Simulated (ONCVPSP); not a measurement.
# Transferability test, ONCV potential for sulfur

| Quantity | Value |
| --- | --- |
| Element | sulfur |
| Generator | ONCVPSP 4.0.1 |
| Type | optimised norm-conserving Vanderbilt (ONCV) |
| Functional | PBEsol |
| Relativity | scalar-relativistic |
| Frozen core | [Ne] |
| Valence charge | 6 |
| Reference configuration | 3s2 3p4 |
| Partial waves | 3s: rc 1.50 bohr, ncon 5, nbas 9, qcut 3.7 1/bohr, 2 projectors, debl 0.4 Ha; 3p: rc 1.50 bohr, ncon 4, nbas 8, qcut 5.2 1/bohr, 2 projectors, debl 3.4 Ha; d scattering state at 0.18 Ha: rc 1.55 bohr, ncon 3, nbas 8, qcut 5.3 1/bohr, 2 projectors, debl 3 Ha |
| Local potential | polynomial inside 1.20 bohr (lpopt 5, dvloc0 0 Ha) |
| Core correction | Teter function fitted to the true core (icmod 2), fcfact 0.2 |

In the s channel the program set the typed energies aside and used -0.632, 0.250 Ha.

Energies are relative to the spin-unpolarised reference configuration 3s2 3p4; without spin polarisation the order of configurations can differ from experiment.

Question: Give the all-electron excitation energy and the error of the potential for: 3s2 3p3; 3s2 3p2; 3s2 3p1; 3s1 3p5.

Answer:

```tsv
valence configuration	charge	ΔE all-electron (eV)	error AE − PS (meV)
3s2 3p3	+1	11.733	+1.0
3s2 3p2	+2	33.974	+13
3s2 3p1	+3	67.974	+54
3s1 3p5	0	10.280	-2.9
```

Levels in the configuration 3s1 3p5:

```
level  all-electron (eV)  pseudo (eV)
   3s            -17.871      -17.876
   3p             -7.530       -7.530
```
